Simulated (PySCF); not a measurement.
**[VI4]-: what the settings change**

[VI4]- holds V(III), d2, at total charge -1. The structure is a PBE0-D3(BJ)/def2-SVP geometry optimised for multiplicity 3; coordination tetrahedral, point group Td, metal–donor distances 2.60 Å.

```
5

V     0.000    0.000    0.000
I     1.501    1.501    1.501
I    -1.501    1.501   -1.501
I     1.501   -1.501   -1.501
I    -1.501   -1.501    1.501
```

Method (PySCF 2.14, density fitting): CASSCF(2,5) with orbitals averaged over all microstates of the shell, strongly contracted NEVPT2 on the averaged canonical orbitals; basis x2c-TZVPall on the metal, x2c-SVPall elsewhere; spin-free X2C; IEF-PCM dichloromethane; spin-orbit coupling by state interaction with the mean-field operator over all roots.

Base run: NEVPT2 ground state 3A2, next 3T2 at 5968, then 3T1 at 10071 cm⁻¹, 10Dq(CASSCF) 4239, B(CASSCF) 867, ζ 50 cm⁻¹, g 1.932 1.932 1.932, μeff(300 K) 2.85 μB.

Problem. What happens with the basis x2c-TZVPall on all atoms?

Solution. NEVPT2 ground state 3A2, next 3T2 at 5924, then 3T1 at 9994 cm⁻¹, 10Dq(CASSCF) 4250, B(CASSCF) 864, ζ 46 cm⁻¹, g 1.933 1.933 1.933, μeff(300 K) 2.85 μB. It took 140 s against 53 s on a shared host of the same kind.

Problem. What happens with orbitals averaged over the highest spin alone?

Solution. NEVPT2 ground state 3A2, next 3T2 at 5901, then 3T1 at 9968 cm⁻¹, 10Dq(CASSCF) 4262, B(CASSCF) 881, ζ 57 cm⁻¹, g 1.928 1.928 1.928, μeff(300 K) 2.85 μB.

Charge-transfer states lie outside this active space and may come lower than some of these levels. NEVPT2 lifts 3T2 from 4757 to 5968 cm⁻¹; on the d shell alone such lifts tend to overshoot. NEVPT2 on the d shell alone tends to put d–d bands too high for such charged or covalently bound ions.
